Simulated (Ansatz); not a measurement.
Al4F2⁻, relaxed as a doublet with UKS PBE-D4/def2-SVPD in Ansatz, starting from the GFN2-xTB geometry. Force threshold 0.02 eV/Å.

Another isomer (doublet) lies 0.21 eV lower at PBE0-D4/def2-TZVPD; other spin states weren't run for this one.

Start:

Cartesian coordinates in Å:
```
Al 0.145 -1.429 0.986
Al -1.133 2.716 -0.353
Al 0.402 0.693 -0.864
Al -1.043 0.884 1.348
F 1.612 0.309 -2.047
F 0.017 -3.173 0.930
```

Problem. Estimate the energy that the relaxation releases and the steps that it takes.

Solution. 13.5 kJ/mol, in 6 steps; 21 s on 4 threads of Arm Neoverse N1 on a shared host. No frequencies were taken in this run, so the end may be a saddle point.

Problem. Does the start keep its bonding?

Solution. By distances, no bond broke or formed. The bond that changes most is Al1–Al3, from 2.83 to 2.63 Å (atoms count from 1).

Problem. Predict the relaxed structure.

Solution. 
```tsv
atom	x (Å)	y (Å)	z (Å)
Al1	-0.023	-1.449	0.839
Al2	-1.096	2.751	-0.386
Al3	0.503	0.584	-0.745
Al4	-1.009	0.809	1.324
F5	1.549	0.472	-2.132
F6	0.076	-3.166	1.100
```
Bond lengths (bridged metal pairs left out): 5 × Al–Al 2.51 to 2.72 Å; 2 × Al–F 1.74 Å.
